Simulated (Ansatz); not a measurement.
Ansatz (a first-principles code) input for ScF3, SMILES [F][Sc]([F])[F], CAM-B3LYP/def2-SVPD. Geometry optimised at B3LYP-D3(BJ)/def2-SVP. The isomer is the one that the SMILES or the coordinates give; other isomers of the formula were not compared.

Ansatz 0.2 input:
```yaml
crystal:
  periodic: [false, false, false]
  atoms:
    - {symbol: Sc, position_ang: [-0.00000000, 0.00000000, 0.00000000]}
    - {symbol: F, position_ang: [-1.82849673, 0.00000000, 0.00000000]}
    - {symbol: F, position_ang: [0.91424837, 1.58352462, 0.00000000]}
    - {symbol: F, position_ang: [0.91424837, -1.58352462, 0.00000000]}
basis:
  gaussian:
    orbitals: def2-SVPD
hamiltonian:
  xc: {name: CAM-B3LYP}
```

It prints:

```
WARN ansatz: RAYON_NUM_THREADS=1 ignored (pool sized by the plan → 1); use --threads N
Functional definition: CAM-B3LYP
integrals: 0.05 GiB planned
1025 factors; their error is unknown
integrals: 0.08 GiB planned
294 factors; integrals over basis functions are off by at most 2.0e-5 eV
mean field: 0.43 GiB planned
mean field evaluation 1: about -28839.7271 eV, gradient 7.1e1 eV
mean field evaluation 2: about -28806.3845 eV, gradient 1.7e2 eV
mean field evaluation 4: about -28848.3485 eV, gradient 2.6e0 eV
mean field evaluation 8: about -28848.4790 eV, gradient 2.2e-2 eV
mean field evaluation 16: about -28848.4790 eV, gradient 1.2e-5 eV
mean field -28848.47901668 eV, -1060.1620496615 hartree, gradient 1.2e-5 eV, S^2 0.000000; 0 other end points of the search recorded, 0 dependent functions left out
reference -28848.47914644 eV, -1060.1620544301 hartree; 24, 24 occupied and 79, 79 virtual orbitals, 1025 factors
Total energy: -28848.47914644 eV, -1060.1620544301 hartree
```

Self-consistency was reached.
